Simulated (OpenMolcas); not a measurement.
Ir4+ among 4 point charges of -2 e arranged as a tetrahedron (Td).

```json
{
  "Program": "OpenMolcas 26.06",
  "Method": "CASSCF",
  "Basis": "ANO-RCC-VDZP [7s6p4d2f]",
  "Scalar Hamiltonian": "DKH2, point nucleus",
  "Active space": "5 electrons in 5 orbitals (5d)",
  "State averaging": "2S+1 = 6 even, 1 root; 2S+1 = 4 even, 24 roots; 2S+1 = 2 even, 75 roots",
  "Spin-orbit coupling": "RASSI with atomic mean-field integrals over the reference wave functions"
}
```

All point charges move together. At R = 1.95 Å |10Dq| is 3932 cm-1, and at R = 2.1 Å it is 2906 cm-1.

**Question.** A third run gives 2437 cm-1. What distance was it run at?

**Answer.** With a power law R^-n the two known points give n = -ln(2906 / 3932) / ln(2.1 / 1.95) = 4.08. Then R = 1.95 × (3932 / 2437)^(1/4.08) = 2.193 Å. The run was at 2.19 Å, so the estimate is off by +0.003 Å.

Without dynamic correlation the repulsion within the d shell is too large (B by tens of per cent), so at a given field states of lower spin stand too high. Point charges give a weaker field than real ligands, and real ions of this kind are as a rule low spin; the high spin found here belongs to the model. Point charges carry no covalency, so the field is a model and not that of real ligands. No measured value stands beside these numbers.
